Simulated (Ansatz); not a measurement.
Species: [Ta(Cl)5] (charge 0, multiplicity 1), formula Cl5Ta.

How many basis functions does frozen-core CCSD(T)/def2-TZVPP // BP86-D3(BJ)/def2-SVP run with Ansatz (an electronic-structure program) use, how many core orbitals are frozen, and how many electrons are correlated?

266 basis functions and 25 frozen orbitals, which leaves 48 correlated electrons. Core time is of the order of minutes.
